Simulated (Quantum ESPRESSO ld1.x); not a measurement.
The numbers below are computed, except where a source is named.
Se7+, configuration [Ar] 3d9 (the NIST ground configuration).

Level of theory: Dirac Kohn-Sham, PBE, spin-unpolarised, spherical densities, point nucleus; open shells fill j = l - 1/2 first (ld1.x of Quantum ESPRESSO 7.5).

Energy parts (eV):
total: -65715.9
kinetic: 67304.2
electron-nucleus: -155331.0
Hartree: 24605.4
exchange-correlation: -2294.5

Orbitals (lengths in bohr, moments of r in powers of bohr; <r^-3> diverges for s and p1/2; r(max) is where P^2 peaks):
orbital,occ.,eigenvalue (eV),r(max),<r^-3>,<r^2>
1s1/2,2,-12627.658,0.029,-,0.002616
2s1/2,2,-1731.938,0.164,-,0.04518
2p1/2,2,-1566.797,0.129,-,0.03483
2p3/2,4,-1525.006,0.132,1178,0.03629
3s1/2,2,-333.313,0.499,-,0.3690
3p1/2,2,-276.545,0.491,-,0.3819
3p3/2,4,-270.457,0.499,173.3,0.3947
3d3/2,4,-172.367,0.443,22.15,0.4255
3d5/2,5,-171.388,0.447,21.49,0.4301

The highest occupied level is 3d5/2 at -171.39 eV. The density falls to 0.001 e/bohr^3 at r = 1.92 bohr. Summed over all electrons, <r^2> = 7.243 bohr^2, which gives a Langevin (diamagnetic) susceptibility term of -5.74 x 10^-6 cm^3/mol. For comparison, the ionisation energy in NIST's Atomic Spectra Database is 184 eV (theoretical). In exact Kohn-Sham theory the highest level is minus the ionisation energy, but local and semilocal functionals leave it too shallow, through self-interaction and a potential that decays too fast; potentials with the right tail come closer.

Beside tabulated values, note that spin-unpolarised runs miss the spin-polarisation part of the exchange energy of open shells.
